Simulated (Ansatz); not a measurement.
Reactions of AlH$_{2}$I, SMILES `[AlH2][I]`.

Gas-phase electronic energies from Ansatz, PBE0-D4/def2-TZVP geometries. CBS: MP2 limit from def2 TZ/QZ plus the TZ coupled-cluster correction, frozen cores. DFT in def2-TZVPP. B3LYP here is the variant with VWN-RPA as its local correlation; programs differ in this. def2 core potentials past Kr. For I, Se outer-core shells are correlated without core-valence functions, which leaves a few kJ/mol of doubt a bond. Scalar relativity is left out up to krypton. Each species was taken in one conformer, which may not be the lowest.

| reaction | B3LYP-D4 (kJ/mol) | B2PLYP (kJ/mol) |
| --- | --- | --- |
| `[AlH2][I]` + `N=C[SeH]` → `[AlH2]/[N]=C\[SeH]` + HI | 46 | 52 |
| `[AlH2][I]` + `O[SiH2]O` → `O[SiH2][O][AlH2]` + HI | -12 | -9 |
| `[AlH2][I]` + `OB1CC1` → `[AlH2][O]B1CC1` + HI | 5 | 9 |
| `[AlH2][I]` + `C[Si](O)(F)F` → `C[Si](F)(F)[O][AlH2]` + HI | -15 | -11 |
| `[AlH2][I]` + `[SiH3][SeH]` → `[AlH2][Se][SiH3]` + HI | 24 | 27 |

Problem. Give the CCSD(T)/CBS values in the same order. (Best estimate.)

Solution. Computed: 63, -2, 15, -6, 25 kJ/mol.

Largest T1 diagnostic: 0.013, for `[AlH2]/[N]=C\[SeH]`.
